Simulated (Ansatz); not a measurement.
Harmonic frequencies (cm⁻¹) at PBE0-D4/def2-TZVP from Ansatz: 88, 187, 298, 393, 405, 568, 680, 718, 728, 764, 1066, 1151, 1259, 1382, 1474, 1919, 1929, 1946, 3030, 3124, 3866.

Each molecule was computed in one conformer, which needn't be the lowest.

(1) Which molecule is it?
A. `O[CH2][SnH3]`
B. `C[O][SnH3]`
C. `N=C1CC1=N`
D. `N[SiH]1N=C1F`

Results:

(1) A.
